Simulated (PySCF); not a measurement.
1-bromocyclobutene (C4H5Br), SMILES BrC1=CCC1. Atoms are numbered in the order given.

```xyz
10

Br     0.0042    -1.3552     0.0000
C     -0.0619     0.5258     0.0000
C     -1.0740     1.4233     0.0000
C     -0.1055     2.5963     0.0000
C      1.0571     1.5409     0.0000
H     -2.1699     1.3455     0.0000
H     -0.1371     3.2420    -0.9033
H     -0.1371     3.2420     0.9033
H      1.7006     1.5427    -0.9039
H      1.7006     1.5427     0.9039
```

Geometry: PBE-D3(BJ)/def2-SVP.

The numbers are results of TDDFT-M06-2X/def2-SVPD (PySCF), not measurements.

Vertical excitations. The molecule is in vacuum. State labels are in the subgroup Cs.

```csv
state,symmetry,energy (eV),λ (nm),f,main pairs
S1,A",5.85,212,0.000,"HOMO→LUMO+1 74 %, HOMO→LUMO+7 13 %"
S2,A',6.42,193,0.233,HOMO→LUMO 97 %
S3,A',6.77,183,0.003,"HOMO−1→LUMO+1 75 %, HOMO−1→LUMO+7 12 %"
S4,A",6.78,183,0.008,HOMO→LUMO+2 90 %
S5,A",6.86,181,0.000,HOMO−1→LUMO 92 %
S6,A",7.28,170,0.002,"HOMO→LUMO+3 53 %, HOMO→LUMO+4 25 %, HOMO→LUMO+1 10 %"
S7,A",7.50,165,0.013,"HOMO→LUMO+4 57 %, HOMO→LUMO+3 34 %"
S8,A",7.62,163,0.000,HOMO−3→LUMO 83 %
S9,A',7.89,157,0.002,HOMO→LUMO+5 93 %
S10,A",8.00,155,0.000,"HOMO−4→LUMO 69 %, HOMO−2→LUMO+1 13 %"
T1,A',4.35,285,0,HOMO→LUMO 88 %
T2,A",5.50,225,0,"HOMO→LUMO+1 67 %, HOMO→LUMO+7 16 %"
T3,A',6.21,200,0,"HOMO−1→LUMO+1 67 %, HOMO−1→LUMO+7 18 %"
T4,A",6.75,184,0,"HOMO−1→LUMO 60 %, HOMO→LUMO+2 29 %"
```
Triplets are in the Tamm–Dancoff approximation, which puts them higher than full response would, so one can lie above its singlet here.
